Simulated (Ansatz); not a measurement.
CH₄GeO (`[CH3][Ge][OH]`) from Hartree–Fock to CCSD(T)

Z-matrix (Å, degrees):
```
C
Ge 1 2.003
H 1 1.092 2 112.4
H 1 1.096 2 109.8 3 120.8
H 1 1.096 2 109.8 3 -120.8
O 2 1.791 1 97.5 3 -180.0
H 6 0.962 2 114.7 1 0.0
```

Total charge 0; spin multiplicity 1. Correlated methods include outer-core shells of Ge, which these sets cover unevenly. Scalar relativity is left out up to krypton. The structure was optimised at the PBE0-D4/def2-TZVP level. It is one conformer, not always the lowest. Frozen core, restricted reference, Ansatz 0.2.0.

```csv
basis,HF (Eh),MP2 corr.,CCSD corr.,(T),CCSD(T) total
def2-SVP,-2190.07547,-0.54825,-0.56936,-0.01607,-2190.66090
def2-TZVPP,-2190.48520,-0.65758,-0.67435,-0.02616,-2191.18571
def2-QZVPP,-2190.53301,-0.95321,-0.94412,-0.03246,-2191.50959
```
